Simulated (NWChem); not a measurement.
Molecule: KF; SMILES [F][K]

```xyz
2

K      0.0000     0.0000    -0.7084
F      0.0000     0.0000     1.4306
```
Atoms are numbered in this order, from 1.

Program: NWChem. Pople sets run with spherical d functions. Structure relaxed at the PBE0/def2-SVP level. GIAO values for the isolated, static molecule; σ is the absolute isotropic shielding.

```csv
level,basis functions,σ K1 (ppm),σ F2 (ppm)
PBE/6-31G*,36,1326.4,300.1
PBE/6-311G**,57,1269.2,186.9
PBE/def2-SVP,38,1327.0,239.2
PBE/def2-TZVP,64,1290.6,252.7
PBE/pcSseg-2,86,1269.0,196.0
```
